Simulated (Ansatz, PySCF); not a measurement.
Reaction (SMILES): CCCO[SiH2]Cl [chloro(propoxy)silane] + 2 C (CH4) + O (H2O) + [SiH4] (SiH4) → 2 CC (C2H6) + CO (CH4O) + O[SiH3] + [SiH3]Cl [chlorosilane]
Geometries: B3LYP-D3(BJ)/def2-TZVP minima from Ansatz (an electronic-structure program), one conformer each, not searched for the lowest.

Wanted: bond separation energy (enthalpy at 298 K, with B3LYP-D3(BJ) rigid-rotor harmonic-oscillator terms from PySCF), in eV. Correlated levels leave the core frozen unless marked. Spin-orbit coupling is left out. Non-relativistic unless marked X2C. CBS marks a two-point X^-3 extrapolation of the correlation energy; Hartree-Fock from the larger set. [CCSD(T)-MP2]/basis is that difference in the basis named.

```json
[
 {"level": "HF/6-31G", "program": "Ansatz", "bond separation energy (eV)": "0.53"}
]
```

Problem. Predict the RI-MP2/CBS(cc-pV(T+d)Z,cc-pV(Q+d)Z)+[CCSD(T)-MP2]/cc-pV(T+d)Z result (Ansatz).

Solution. 0.65 eV
